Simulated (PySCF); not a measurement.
A calculated (UHF, PySCF 2.14, ANO-RCC-VTZP, scalar relativity by spin-free X2C-1e) atom or ion has these occupied shells.

| shell | electrons | orbital energy (eV) | rms radius, mean of both spins (bohr) |
| --- | --- | --- | --- |
| 1s β | 1 | -76543.6 | 0.0197 |
| 1s α | 1 | -76543.6 | 0.0197 |
| 2s α | 1 | -13564.1 | 0.0795 |
| 2s β | 1 | -13563.6 | 0.0795 |
| 2p α | 3 | -11830.7 | 0.0727 |
| 2p β | 3 | -11830.1 | 0.0727 |
| 3s α | 1 | -3263.0 | 0.203 |
| 3s β | 1 | -3262.9 | 0.203 |
| 3p α | 3 | -2745.2 | 0.205 |
| 3p β | 3 | -2745.0 | 0.205 |
| 3d α | 5 | -2151.5 | 0.188 |
| 3d β | 5 | -2151.1 | 0.188 |
| 4s α | 1 | -756.45 | 0.450 |
| 4s β | 1 | -755.83 | 0.450 |
| 4p α | 3 | -582.93 | 0.479 |
| 4p β | 3 | -582.28 | 0.479 |
| 4d α | 5 | -361.40 | 0.514 |
| 4d β | 5 | -360.38 | 0.514 |
| 5s α | 1 | -149.55 | 1.05 |
| 5s β | 1 | -143.96 | 1.05 |
| 4f α | 7 | -114.65 | 0.585 |
| 4f β | 7 | -113.96 | 0.585 |
| 5p α | 3 | -102.58 | 1.20 |
| 5p β | 3 | -94.460 | 1.20 |
| 5d α | 5 | -44.850 | 1.64 |
| 5d β | 1 | -40.873 | 1.64 |

Question: Name the element and its charge.

Answer: Ir³⁺ (iridium, charge +3), in [Xe] 4f14 5d6, high-spin 5D determinant.
